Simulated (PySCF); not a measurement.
**Working with the constants of CeH**

ROHF-CCSD(T) constants of CeH, doublet, about 1.1 electrons in the 4f shell (Mulliken), real f orbitals that mix terms (basis Ce x2c-SVPall, H x2c-SVPall; spin-free X2C with a Gaussian nucleus; PySCF 2.14; masses 139.9054 and 1.0078 u):

| Item | Value |
| --- | --- |
| ωe | 1444.8 cm⁻¹ |
| ωexe | 12.6 cm⁻¹ |
| Be | 4.2084 cm⁻¹ |
| αe | 0.0585 cm⁻¹ |
| De to Ce (4f1 5d1 6s2) + H | 2.64 eV |

**Question.** What force constant and bond length do these constants imply?

**Answer.** Reduced mass μred = 1.0006 u; k = 5.8918×10⁻⁷·μred·ωe² (u, cm⁻¹, mdyn/Å) = 1.23 mdyn/Å; Re = √(16.8576/(μred·Be)) (u, cm⁻¹, Å) = 2.001 Å.

**Question.** Estimate the centrifugal constant D from the Kratzer relation and find the Dunham coefficient a1.

**Answer.** D = 4Be³/ωe² = 0.000143 cm⁻¹; a1 = −1 − αeωe/(6Be²) = -1.80.

Correlated steps freeze 18 core orbitals. Correlated levels converge slowly with the basis: in double zeta they bind strong bonds too weakly, by up to about 1 eV, and carry superposition errors of some tenths. Spin–orbit coupling is left out, which matters for elements this heavy, above all for dissociation energies. With d or f electrons several states lie close, and the lowest PBE0 determinant need not be the measured ground state.
